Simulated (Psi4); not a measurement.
CdI₂ (SMILES [I][Cd][I]), singlet, geometry from GFN2-xTB (such geometries of metal compounds can be far from the true shape) (all electrons, no relativity); M06-2X/3-21G in Psi4.

Here is a job for Psi4.
```
memory 2 GB

molecule {
0 1
  Cd   -0.45271074    0.22026185    0.31313575
  I     0.02097574    1.79846839   -1.74306259
  I     0.38902644   -1.99795082    1.45946794
}

set basis 3-21g
set scf_type pk

energy('m06-2x')
print_variables()
```

What the program printed (banner, timings and long lists left out):

```
   => Loading Basis Set <=

    Name: 3-21G
    Role: ORBITAL
    Keyword: BASIS

         ---------------------------------------------------------
                                   SCF
               by Justin Turney, Rob Parrish, Andy Simmonett
                          and Daniel G. A. Smith
                              RKS Reference
         ---------------------------------------------------------

  ==> Geometry <==

    Molecular point group: cs
    Full point group: Cs

    Geometry (in Angstrom), charge = 0, multiplicity = 1:

       Center              X                  Y                   Z               Mass
    ------------   -----------------  -----------------  -----------------  -----------------
         CD          -0.534452171586     0.260475056279     0.000000000000   113.903365090000
         I            1.330824075671     2.121606674158     0.000000000000   126.904471900000
         I           -0.851125449516    -2.355396587059     0.000000000000   126.904471900000

  Running in cs symmetry.

  Rotational constants: A =      0.28899  B =      0.01071  C =      0.01033 [cm^-1]
  Rotational constants: A =   8663.76603  B =    321.10011  C =    309.62467 [MHz]
  Nuclear repulsion = 1320.276970516096071

  Charge       = 0
  Multiplicity = 1
  Electrons    = 154
  Nalpha       = 77
  Nbeta        = 77

  ==> Algorithm <==

  SCF Algorithm Type is PK.
  DIIS enabled.
  MOM disabled.
  Fractional occupation disabled.
  Guess Type is SAD.
  Energy threshold   = 1.00e-06
  Density threshold  = 1.00e-06
  Integral threshold = 1.00e-12

  ==> Primary Basis <==

  Basis Set: 3-21G
    Blend: 3-21G
    Number of shells: 40
    Number of basis functions: 105
    Number of Cartesian functions: 105
    Spherical Harmonics?: false
    Max angular momentum: 2

  ==> DFT Potential <==

   => LibXC <=

    Version 7.1.2
    S. Lehtola, C. Steigemann, M. J. T. Oliveira, and M. A. L. Marques,  SoftwareX 7, 1–5 (2018) (10.1016/j.softx.2017.11.002)

   => Composite Functional: M06-2X <=

    Hybrid M06-2X Meta-GGA XC Functional  (10.1007/s00214-007-0310-x)
    Y. Zhao and D. G. Truhlar,  Theor. Chem. Acc., 120, 215, 2008

    Deriv               =              1
    GGA                 =           TRUE
    Meta                =           TRUE

    Exchange Hybrid     =           TRUE
    MP2 Hybrid          =          FALSE

   => Exchange Functionals <=

    1.0000   XC_HYB_MGGA_X_M06_2X

   => Exact (HF) Exchange <=

    0.5400               HF

   => Correlation Functionals <=

    1.0000   XC_MGGA_C_M06_2X

   => LibXC Density Thresholds  <==

    XC_MGGA_C_M06_2X:  1.00E-12
    XC_HYB_MGGA_X_M06_2X:  1.00E-15

   => Molecular Quadrature <=

    Radial Scheme          =       TREUTLER
    Pruning Scheme         =           NONE
    Nuclear Scheme         =       TREUTLER

    Blocking Scheme        =         OCTREE
    BS radius alpha        =              1
    Pruning alpha          =              1
    Radial Points          =             75
    Spherical Points       =            302
    Total Points           =          64207
    Total Blocks           =            587
    Max Points             =            256
    Max Functions          =             75
    Weights Tolerance      =       1.00E-15

  ==> Integral Setup <==

  Using in-core PK algorithm.
   Calculation information:
      Number of atoms:                   3
      Number of AO shells:              40
      Number of primitives:             99
      Number of atomic orbitals:       105
      Number of basis functions:       105

      Integral cutoff                 1.00e-12
      Number of threads:                 1

  Performing in-core PK
  Using 30974790 doubles for integral storage.
  We computed 178624 shell quartets total.
  Whereas there are 336610 unique shell quartets.

  ==> DiskJK: Disk-Based J/K Matrices <==

    J tasked:                  Yes
    K tasked:                  Yes
    wK tasked:                  No
    Schwarz Cutoff:          1E-12

  Minimum eigenvalue in the overlap matrix is 1.2362271886E-03.
  Reciprocal condition number of the overlap matrix is 2.5692561825E-04.
    Using symmetric orthogonalization.

  ==> Pre-Iterations <==

  SCF Guess: Superposition of Atomic Densities via on-the-fly atomic UHF (no occupation information).

   -------------------------
    Irrep   Nso     Nmo
   -------------------------
     A'        76      76
     A"        29      29
   -------------------------
    Total     105     105
   -------------------------

  ==> Iterations <==

                        Total Energy        Delta E     RMS |[F,P]|

   @RKS iter SAD: -19216.60286970831658   -1.92166e+04   0.00000e+00
   @RKS iter   1: -19223.55016767239431   -6.94730e+00   2.44796e-02 ADIIS/DIIS
   @RKS iter   2: -19221.54190948695032    2.00826e+00   3.98762e-02 ADIIS/DIIS
   @RKS iter   3: -19224.94583490313744   -3.40393e+00   2.16377e-03 ADIIS/DIIS
   @RKS iter   4: -19224.95552714118458   -9.69224e-03   3.88123e-04 ADIIS/DIIS
   @RKS iter   5: -19224.95597793021807   -4.50789e-04   4.90258e-05 DIIS
   @RKS iter   6: -19224.95599110198236   -1.31718e-05   1.58807e-05 DIIS
   @RKS iter   7: -19224.95599285868957   -1.75671e-06   3.56760e-06 DIIS
   @RKS iter   8: -19224.95599299312380   -1.34434e-07   7.27096e-07 DIIS
  Energy and wave function converged.

  ==> Post-Iterations <==

   Electrons on quadrature grid:
      Ntotal   =  154.0000001285 ; deviation = 1.285e-07

    Orbital Energies [Eh]
    ---------------------

    Doubly Occupied:

[...]
    Virtual:

[...]
      76Ap   226.677781

    Final Occupation by Irrep:
             Ap   App
    DOCC [    54,   23 ]
    NA   [    54,   23 ]
    NB   [    54,   23 ]

  @RKS Final Energy: -19224.95599299312380

   => Energetics <=

    Nuclear Repulsion Energy =           1320.2769705160960712
    One-Electron Energy =              -29110.5722168825232075
    Two-Electron Energy =                8802.2449938433273928
    DFT Exchange-Correlation Energy =    -236.9057404700246536
    Empirical Dispersion Energy =           0.0000000000000000
    VV10 Nonlocal Energy =                  0.0000000000000000
    Total Energy =                     -19224.9559929931238003

Computation Completed

Properties will be evaluated at   0.000000,   0.000000,   0.000000 [a0]

Properties computed using the SCF density matrix

 Multipole Moments:

 ------------------------------------------------------------------------------------
     Multipole            Electronic (a.u.)      Nuclear  (a.u.)        Total (a.u.)
 ------------------------------------------------------------------------------------

 L = 1.  Multiply by 2.5417464519 to convert [e a0] to [Debye]
 Dipole X            :         -0.5661531           -0.4340267           -1.0001798
 Dipole Y            :          0.2759251            0.2115309            0.4874560
 Dipole Z            :          0.0000000            0.0000000            0.0000000
 Magnitude           :                                                    1.1126423

 ------------------------------------------------------------------------------------

  Variable Map:
  ----------------------------------------------------------------------------
[...]
  Array Variable Map:
  ----------------------------------------------------------------------------
[...]
[...]
```
